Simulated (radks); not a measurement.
N-, 8 electrons, occupied as [He] 2s2 2p4.

Method: scalar-relativistic Kohn-Sham, LB94 model potential, spin-unpolarised, spherical densities, finite nucleus; Fermi nuclear charge, rms radius 2.5582 fm; Watson sphere of charge +1 and radius 3.2 bohr; computed with a radial shooting solver on a logarithmic mesh with Libxc functionals.

Energy parts (eV; the electron-nucleus part includes the sphere):
part                 energy
kinetic            1503.324
electron-nucleus  -3672.850
Hartree             808.195
(The LB94 potential has no energy functional, so no total or exchange-correlation energy is given.)

Orbitals (lengths in bohr, moments of r in powers of bohr; <r^-3> diverges for s and p1/2; r(max) is where P^2 peaks; r(90%) holds 90 % of the orbital's charge):
orbital  occ.  eigenvalue (eV)  r(90%)  <r^-3>  r(max)
1s          2        -402.0949   0.408       -  0.1486
2s          2         -19.9349    2.28       -   1.030
2p          4          -9.3549    3.02   2.938  0.9899

The highest occupied level is 2p at -9.355 eV. The density falls to 0.001 e/bohr^3 at r = 3.90 bohr.
